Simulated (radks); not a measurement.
Question: Isoelectronic series with 18 electrons, all held in the configuration [Ar], which need not be the ground one along the series. All-electron calculation, Dirac Kohn-Sham, BLYP, spin-unpolarised, spherical densities, finite nucleus; Fermi nuclear charge, rms radius of each element as measured or else 0.836 A^(1/3) + 0.57 fm. Program: a radial shooting solver on a logarithmic mesh with Libxc functionals. Total energies (hartree) and mean radii <r> (bohr):

ion    E (hartree)   3p3/2   3p1/2
Ar      -529.43808   1.672   1.661
Ca2+    -679.89910   1.262   1.254
Ti4+    -850.48779   1.030   1.023
Cr6+   -1041.24642  0.8743  0.8680
Fe8+   -1252.26085  0.7616  0.7554
Ni10+  -1483.64276  0.6755  0.6693
Zn12+  -1735.52244  0.6073  0.6011
Se16+  -2301.38409  0.5058  0.4993
Kr18+  -2615.71063  0.4669  0.4603
Sr20+  -2951.22404  0.4336  0.4268
Zr22+  -3308.13712  0.4048  0.3977
Mo24+  -3686.67809  0.3795  0.3722
Ru26+  -4087.09862  0.3572  0.3496
Pd28+  -4509.66572  0.3373  0.3295
Cd30+  -4954.66520  0.3195  0.3115
Sn32+  -5422.40878  0.3034  0.2952
Te34+  -5913.22285  0.2889  0.2804
Xe36+  -6427.46974  0.2757  0.2668
Ba38+   -6965.5267  0.2635  0.2545
Ce40+   -7527.8051  0.2524  0.2431
Nd42+   -8114.7430  0.2422  0.2325
Sm44+   -8726.7782  0.2327  0.2227
Gd46+   -9364.4606  0.2239  0.2137

Estimate the row of Ge14+.

Answer: E (hartree) -2008.04801; 3p3/2 0.5519; 3p1/2 0.5455.
